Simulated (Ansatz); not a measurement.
Geometry optimisation, RKS PBE0/def2-SVP in Ansatz.

The input (input.yaml):

```yaml
crystal:
  periodic: [false, false, false]
  atoms:
    - { symbol: "N", position_ang: [-1.719, -0.2519, 2.0415] }
    - { symbol: Sn, position_ang: [-0.1364, -1.3111, 1.4311] }
    - { symbol: Si, position_ang: [1.0568, -0.0296, -0.3648] }
    - { symbol: Si, position_ang: [-0.2576, 0.4427, -2.0115] }
    - { symbol: S, position_ang: [1.8406, 1.7947, 0.458] }
    - { symbol: H, position_ang: [-1.403, 0.7363, 2.341] }
    - { symbol: H, position_ang: [-2.3097, -0.0284, 1.1758] }
    - { symbol: H, position_ang: [-0.6304, -2.8257, 0.776] }
    - { symbol: H, position_ang: [0.9342, -1.5546, 2.8397] }
    - { symbol: H, position_ang: [2.2094, -0.8354, -0.8409] }
    - { symbol: H, position_ang: [-0.8551, -0.8238, -2.5527] }
    - { symbol: H, position_ang: [0.3859, 1.2067, -3.0332] }
    - { symbol: H, position_ang: [-1.499, 1.251, -1.4914] }
    - { symbol: H, position_ang: [2.3703, 2.2, -0.7398] }
basis:
  gaussian: { orbitals: def2-SVP }
hamiltonian:
  xc: pbe0
relax:
  f_tol: 0.015
  max_steps: 40
output:
  orbitals: {}
```

Launched with:

```bash
$ ansatz run input.yaml --threads 2 --pin off --max-ram 3072MiB --backend cpu --events-out ev --progress --plain --runs-dir out
```

Problem. Where does it end, and by what steps?

Solution. The run converged. After 9 steps the energy has fallen by 0.621 eV; H11 moved furthest, 0.36 Å.

```json
{"step": "0", "energy less start (eV)": "0.0000", "largest force component (eV/Å)": "3.262", "accepted": "yes"}
{"step": "1", "energy less start (eV)": "-0.5376", "largest force component (eV/Å)": "0.974", "accepted": "yes"}
{"step": "2", "energy less start (eV)": "-0.6089", "largest force component (eV/Å)": "0.210", "accepted": "yes"}
{"step": "3", "energy less start (eV)": "-0.6153", "largest force component (eV/Å)": "0.108", "accepted": "yes"}
{"step": "4", "energy less start (eV)": "-0.6182", "largest force component (eV/Å)": "0.028", "accepted": "yes"}
{"step": "5", "energy less start (eV)": "-0.6197", "largest force component (eV/Å)": "0.024", "accepted": "yes"}
{"step": "6", "energy less start (eV)": "-0.6205", "largest force component (eV/Å)": "0.042", "accepted": "yes"}
{"step": "7", "energy less start (eV)": "-0.6207", "largest force component (eV/Å)": "0.031", "accepted": "yes"}
{"step": "8", "energy less start (eV)": "-0.6209", "largest force component (eV/Å)": "0.016", "accepted": "yes"}
{"step": "9", "energy less start (eV)": "-0.6210", "largest force component (eV/Å)": "0.007", "accepted": "yes"}
```

```xyz
14
Properties=species:S:1:pos:R:3
N -1.762 -0.263 2.160
Sn -0.099 -1.275 1.511
Si 1.168 -0.107 -0.426
Si -0.289 0.479 -2.167
S 1.949 1.718 0.449
H -1.541 0.681 2.473
H -2.469 -0.171 1.431
H -0.675 -2.807 0.996
H 0.911 -1.428 2.888
H 2.272 -0.979 -0.947
H -0.785 -0.733 -2.893
H 0.397 1.381 -3.144
H -1.461 1.205 -1.589
H 2.370 2.271 -0.712
```

The run took 54 s on 2 threads of Arm Neoverse V2, with other jobs on the host, peak memory 0.4 GiB.
